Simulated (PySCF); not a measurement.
Run record: geometry optimisation, tetramethyltin, `[CH3][Sn]([CH3])([CH3])[CH3]`.

Method: PBE0-D3(BJ)/def2-SVP geometry optimisation, gas phase, def2 core potentials past Kr (PySCF 2.14.0). Start geometry: GFN2-xTB. The input is one job of a driver script: a line of settings, then coordinates in Å.

Input:
```
{"job": {"xc": "PBE0", "basis": "def2-SVP", "d3": "d3bj", "grid": 1, "maxiter": 30, "shake": 0.01, "kind": "geom"}, "charge": 0, "multiplicity": 1}
C     -0.530920    -1.450550    -1.573500
Sn    -0.006910    -0.005520    -0.003150
C     -0.062130     2.035590    -0.820020
C     -1.393140    -0.152070     1.656730
C      2.015090    -0.463830     0.715890
H     -1.551200    -1.207800    -1.950910
H     -0.525990    -2.440920    -1.195210
H      0.158790    -1.354440    -2.411930
H      0.232100     2.760120    -0.027450
H     -1.037110     2.281910    -1.160550
H      0.645610     2.128550    -1.627570
H     -2.424860     0.069650     1.326760
H     -1.446470    -1.145610     2.064840
H     -1.184770     0.548450     2.453190
H      2.052560    -1.471530     1.133490
H      2.736470    -0.371080    -0.073640
H      2.306360     0.250890     1.503200
```

Question: Give the output.

Answer: 
```
step   0  E = -373.63037591  max force = 0.037269
step   1  E = -373.63531489  max force = 0.010333
step   2  E = -373.63590408  max force = 0.001901
step   3  E = -373.63606222  max force = 0.001380
step   4  E = -373.63610453  max force = 0.000923
step   5  E = -373.63612685  max force = 0.000720
step   6  E = -373.63613755  max force = 0.000491
step   7  E = -373.63614252  max force = 0.000192
optimisation converged
```

Energies in Eh; «max force» is the largest Cartesian gradient component in Eh/bohr.

Question: How much energy does the optimisation release, in kJ/mol?

Answer: E(step 0) − E(last step) = 0.005767 Eh, which is 15.1 kJ/mol.

Summary of the converged run: final energy -373.63614 Eh after 7 steps; dipole 0.01 D.

Question: Where do the atoms end?

Answer: 0.084 Å rms from the input after alignment:
```
atom  x, y, z in Å
C1    -0.0538   -1.6086   -1.4324
Sn2    0.0018    0.0029   -0.0002
C3    -0.1665    1.8876   -1.0360
C4    -1.6440   -0.2124    1.3783
C5     1.8609   -0.0618    1.0920
H6    -0.9868   -1.5741   -2.0136
H7     0.0004   -2.5790   -0.9171
H8     0.7945   -1.5348   -2.1286
H9    -0.0039    2.7258   -0.3429
H10   -1.1673    1.9909   -1.4807
H11    0.5809    1.9497   -1.8407
H12   -2.6009   -0.0568    0.8587
H13   -1.6459   -1.2202    1.8187
H14   -1.5642    0.5242    2.1913
H15    1.9623   -1.0216    1.6195
H16    2.7154    0.0543    0.4093
H17    1.8939    0.7493    1.8342
```

Hardware: one thread, Arm Neoverse V2 (aarch64), on a shared host. Cost: 68 s of wall time, 0.64 GiB resident at most.
Labels such as C1 count atoms from 1, the log's own numbers from 0.
